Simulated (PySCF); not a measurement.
# `InChI=1S/C6H10SSi/c1-2-8-5-6(8)3-4-7/h1,6-8H,3-5H2/t6-,8+/m0/s1`

Cartesian coordinates in Å; atom numbers follow the order of the lines, from 1:
```xyz
18

C     3.695   -0.328   -0.758
C     2.813    0.344   -0.291
Si    1.480    1.401    0.404
C     0.290    0.572    1.605
C    -0.281    0.748    0.187
C    -0.587   -0.509   -0.590
C    -1.897   -1.146   -0.140
S    -3.354   -0.117   -0.537
H     4.462   -0.924   -1.162
H     1.752    2.825    0.464
H    -0.190    1.143    2.387
H     0.466   -0.450    1.914
H    -1.089    1.470    0.120
H    -0.642   -0.287   -1.660
H     0.216   -1.236   -0.442
H    -2.050   -2.123   -0.601
H    -1.923   -1.254    0.944
H    -3.171   -0.122   -1.857
```

Theory: TDDFT CAM-B3LYP/def2-SVPD circular dichroism and optical rotation, one conformer, gas phase in PySCF 2.14.0. Geometry: GFN2-xTB.

The molecule is flexible and this is one conformer; a measurement averages over conformers.

Stereocentres: Si3 R, C5 S.

Q: What is the specific rotation at 633, 589.3, 546, 436, 405, 365, 355 nm?

A: [α] in deg dm⁻¹ (g/mL)⁻¹:
| λ (nm) | origin-invariant length gauge | modified velocity gauge | length gauge (centre of mass) | isotropic polarisability (au) |
| --- | --- | --- | --- | --- |
| 633 | +110.2 | +127.1 | +109.6 | 121.5 |
| 589.3 | +129.4 | +149.2 | +128.5 | 122.2 |
| 546 | +154.0 | +177.8 | +152.9 | 123.0 |
| 436 | +265.5 | +307.6 | +263.0 | 126.5 |
| 405 | +322.4 | +374.1 | +319.1 | 128.2 |
| 365 | +433.6 | +504.2 | +428.2 | 131.2 |
| 355 | +472.2 | +549.3 | +466.0 | 132.2 |

Q: And for the mirror image at 589.3 nm?

A: -129.4 deg dm⁻¹ (g/mL)⁻¹ (origin-invariant length gauge): the same size and the opposite sign.

Q: What is the molar rotation [Φ] = [α]·M/100 of the geometry above at 589.3 nm?

A: With M = 142.29 g/mol, +184.1 deg cm² dmol⁻¹ (origin-invariant length gauge).

The first excitation lies at 5.49 eV (226 nm) with R = -0.5 × 10⁻⁴⁰ esu² cm² (velocity form).
